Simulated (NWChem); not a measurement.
System: hydronium (H3O cation); SMILES [OH3+]

All runs: NWChem. Pople sets run with spherical d functions. Each level has its own optimisation; frequencies are unscaled.

```
level                                 r H–O (Å)  highest harmonic frequency (cm⁻¹)  lowest (cm⁻¹)  zero-point energy (kcal/mol)
------------------------------------  ---------  ---------------------------------  -------------  ----------------------------
LDA (Slater exchange, VWN5)/def2-SVP      0.994                               3586            656                          20.5
BP86/def2-TZVP                            0.990                               3555            830                          21.0
B3LYP/3-21G                               0.995                               3589            481                          20.7
Hartree-Fock/STO-3G                       0.990                               4308            847                          24.8
B3LYP/6-31G*                              0.989                               3597            899                          21.5
```
